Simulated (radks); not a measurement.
Species: the zinc ion Zn+. Configuration: [Ar] 3d9.5 4s0.5 4p1 (fractional occupations, a model configuration).

Method: Dirac Kohn-Sham, PBE, spin-unpolarised, spherical densities, point nucleus; open shells fill j = l - 1/2 first; computed with a radial shooting solver on a logarithmic mesh with Libxc functionals.

Energy parts (Ry):
total: -3590.71282
kinetic: 3657.51472
electron-nucleus: -8632.37679
Hartree: 1526.40997
exchange-correlation: -142.26072

Orbitals (lengths in bohr, moments of r in powers of bohr; r(max) is where P^2 peaks):
orbital	occ.	eigenvalue (Ry)	<r^2>	r(max)
1s1/2	2	-701.0518	0.003405	0.03291
2s1/2	2	-86.22369	0.06030	0.1893
2p1/2	2	-76.06221	0.04717	0.1502
2p3/2	4	-74.30774	0.04869	0.1530
3s1/2	2	-10.59986	0.5336	0.5879
3p1/2	2	-7.37951	0.5841	0.5864
3p3/2	4	-7.15298	0.6018	0.5945
3d3/2	4	-1.82484	0.9710	0.5617
3d5/2	5.5	-1.79732	0.9861	0.5646
4s1/2	0.5	-1.17354	6.104	1.925
4p1/2	1	-0.68410	9.998	2.395
4p3/2	0	-0.67320	10.25	2.429

The highest occupied level is 4p1/2 at -9.308 eV. Summed over all electrons, <r^2> = 27.42 bohr^2, which gives a Langevin (diamagnetic) susceptibility term of -21.7 x 10^-6 cm^3/mol.
